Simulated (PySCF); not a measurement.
First hyperpolarisability: 2-pyridinemethanol, C6H7NO

Cartesian coordinates in Å; atom numbers follow the order of the lines, from 1:
```xyz
15

O     2.6995   -0.1577    0.3314
C     1.7436   -1.1551    0.2879
C     0.3973   -0.6180   -0.1417
C    -0.7420   -1.4214   -0.2609
C    -1.9309   -0.8278   -0.6637
C    -1.9495    0.5419   -0.9346
C    -0.7653    1.2554   -0.7872
N     0.3756    0.6860   -0.4006
H     2.2203    0.6471    0.0570
H     2.0324   -1.9643   -0.4148
H     1.6213   -1.6431    1.2771
H    -0.6885   -2.4903   -0.0400
H    -2.8400   -1.4255   -0.7670
H    -2.8637    1.0458   -1.2534
H    -0.7317    2.3316   -0.9884
```

Level of theory: quadratic response CAM-B3LYP/aug-cc-pVDZ first hyperpolarisability, Taylor convention, gas phase (PySCF 2.14.0). Geometry: PBE0-D3(BJ)/def2-SVP.

Question: Give β for the processes computed.

Answer: In 10⁻³⁰ esu, Taylor convention; the vector part is βᵢ = ⅓ Σⱼ (βᵢⱼⱼ + βⱼᵢⱼ + βⱼⱼᵢ); β∥ is 3/5 of the vector part along the dipole, the dipole points from − to +:
```
                   process  λ (nm)  β vector norm     β∥  β HRS  depolarisation ratio
           static β(0;0,0)       ∞           1.99  -1.11   0.78                  6.21
second harmonic β(−2ω;ω,ω)    1907           2.10  -1.17   0.82                  6.20
         Pockels β(−ω;ω,0)    1907           2.03  -1.13      –                     –
second harmonic β(−2ω;ω,ω)    1064           2.40  -1.32   0.94                  6.18
         Pockels β(−ω;ω,0)    1064           2.11  -1.18      –                     –
```

Question: Which lowest excitations, dipole and polarisabilities go with it?

Answer: S1 5.42 eV (f = 0.072); S2 5.46 eV (f = 0.003); S3 5.78 eV (f = 0.000); dipole 4.00 D; isotropic α 81.3 au static, 81.6 au at 1907 nm, 82.2 au at 1064 nm, 82.4 au at 953.5 nm, 85.2 au at 532 nm.
